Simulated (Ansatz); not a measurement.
Consider the redistribution: `[BH2][AlH][SbH2]` + `C[SiH2]OB(O)O` → `[BH2][AlH][O][SiH2]C` + `O[B](O)[SbH2]`.

Gas-phase electronic energies from Ansatz, PBE0-D4/def2-TZVP geometries. CBS: MP2 limit from def2 TZ/QZ plus the TZ coupled-cluster correction, frozen cores. Functionals use def2-TZVPP. def2 core potentials past Kr. For Sb outer-core shells are correlated without core-valence functions, which leaves a few kJ/mol of doubt a bond. One conformer a species, not always the lowest.

```tsv
level	ΔE (kcal/mol)
B2PLYP	11.2
PBE	13.7
SCS-MP2/def2-QZVPP	10.2
HF/CBS(def2)	13.0
```

(1) What does CCSD(T)/CBS give? (Estimate.)

Largest T1 diagnostic among the species: 0.014.

## Answers

(1) Ansatz gave: +11.9 kcal/mol. The listed levels differ from it by -0.7, 1.8, -1.7, 1.1 kcal/mol.

In def2-TZVPP, CCSD(T) changes the Hartree–Fock value by −1.8 kcal/mol (the triples alone add −0.1 kcal/mol) and MP2 by −2.6 kcal/mol. From PBE to PBE0 (25 % exact exchange), in def2-TZVPP and without D4, ΔE moves by +0.8 kcal/mol.
